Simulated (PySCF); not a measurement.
C₂HCl₃, SMILES ClC=C(Cl)Cl.

Geometry: PBE0-D3(BJ)/def2-SVP.

Level of theory: TDA-ωB97X/def2-SVPD (PySCF 2.14.0).

Vertical excitations. Gas-phase values at a fixed geometry. State labels are in the subgroup Cs.

```csv
state,symmetry,energy (eV),λ (nm),f,main pairs
S1,A",6.18,200,0.000,"HOMO→LUMO+1 72 %, HOMO→LUMO+2 13 %"
S2,A",6.51,191,0.000,"HOMO→LUMO+2 70 %, HOMO→LUMO+1 13 %"
S3,A',6.61,188,0.498,HOMO→LUMO 93 %
S4,A",7.33,169,0.000,HOMO−1→LUMO 96 %
S5,A",7.50,165,0.005,HOMO→LUMO+3 86 %
S6,A",7.72,161,0.000,HOMO−2→LUMO 92 %
S7,A',7.95,156,0.003,"HOMO−1→LUMO+2 40 %, HOMO−1→LUMO+1 13 %, HOMO−2→LUMO+2 10 %, HOMO−2→LUMO+1 9 %"
S8,A",8.08,153,0.012,"HOMO→LUMO+5 34 %, HOMO→LUMO+4 16 %, HOMO−3→LUMO+2 12 %, HOMO→LUMO+8 8 %"
S9,A',8.16,152,0.004,"HOMO−1→LUMO+1 45 %, HOMO−1→LUMO+2 15 %"
S10,A",8.20,151,0.000,HOMO−4→LUMO 94 %
T1,A',3.76,330,0,HOMO→LUMO 92 %
T2,A",5.65,219,0,HOMO→LUMO+1 76 %
T3,A",5.97,208,0,HOMO→LUMO+2 74 %
T4,A",7.21,172,0,HOMO−1→LUMO 76 %
```
Triplets are in the Tamm–Dancoff approximation.
